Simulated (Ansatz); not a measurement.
Species: C₂H₇Si, net charge 0, doublet state. It need not be the lowest isomer of its formula. 
Structure (B3LYP-D3(BJ)/def2-TZVP (Ansatz, a program for electronic structure) minimum search):
```
Si
H 1 1.4918
C 1 1.8840 2 109.96
H 3 1.0909 1 111.28 2 -57.07
H 3 1.0915 4 108.10 1 122.22
H 3 1.0948 4 107.97 5 116.50
C 1 1.8840 2 109.96 3 123.04
H 7 1.0909 1 111.28 2 57.07
H 7 1.0915 8 108.10 1 -122.22
H 7 1.0948 8 107.97 9 -116.50
```
Charge 0, spin multiplicity 2.

Computed values are from Ansatz. Valence correlation only, unless marked. Open shells are spin-unrestricted. Spin-orbit coupling is left out. Non-relativistic. Basis-set limits of correlation are two-point, X^-3; Hartree-Fock from the larger set (for Q and 5 zeta extrapolated as (X+1)exp(-9√X)).

**Question.** What is the dipole moment at CCSD(T)/aug-cc-pV(D+d)Z?

**Answer.** 0.83 D.

**Question.** What is the atomisation energy De at CCSD(T)/CBS(cc-pV(Q+d)Z,cc-pV(5+d)Z)?

**Answer.** 833.8 kcal/mol.

**Question.** What is the total energy at CCSD(T)/CBS(cc-pV(Q+d)Z,cc-pV(5+d)Z)?

**Answer.** -369.3482 Eh.

**Question.** What is the T1 diagnostic at CCSD/cc-pV(5+d)Z?

**Answer.** 0.012.
